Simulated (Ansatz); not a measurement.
C4H8Si, SMILES `C#CC[SiH2]C`, relaxed with RKS PBE-D4/def2-SVP in Ansatz 0.2.0 from a rough embedded geometry. The force threshold is 0.03 eV/Å; the program also tests the step.

Total charge 0; spin multiplicity 1.

Start:

```xyz
13

C    -0.295   -2.499    1.079
C     0.301   -1.550    0.864
C     1.093   -0.373    0.576
Si    0.163    1.226    0.169
C    -0.897    0.917   -1.398
H    -0.943   -3.398    1.313
H     1.833   -0.561   -0.212
H     1.740   -0.093    1.496
H    -0.730    1.543    1.300
H     1.083    2.284   -0.087
H    -0.254    0.608   -2.232
H    -1.607    0.111   -1.217
H    -1.487    1.787   -1.652
```

By how much does the energy fall, and how many steps does the optimiser take? (Estimate.)

The calculation gave: 62.33 kJ/mol, in 7 steps, 1 of them rejected.

Which bonds change most? (Estimate.)

The calculation gave: Si4–H10 from 1.425 to 1.508 Å; C1–C2 from 1.141 to 1.225 Å; C1–H6 from 1.132 to 1.080 Å; C3–H8 from 1.158 to 1.112 Å.

Give the relaxed structure. (Estimate.)

Ansatz gave: 
```xyz
13

C    -0.417   -2.439    1.018
C     0.351   -1.501    0.846
C     1.195   -0.341    0.620
Si    0.148    1.200    0.157
C    -0.911    0.835   -1.359
H    -1.075   -3.280    1.180
H     1.920   -0.532   -0.203
H     1.799   -0.102    1.523
H    -0.712    1.557    1.340
H     1.097    2.342   -0.107
H    -0.277    0.614   -2.242
H    -1.554   -0.048   -1.166
H    -1.563    1.696   -1.608
```
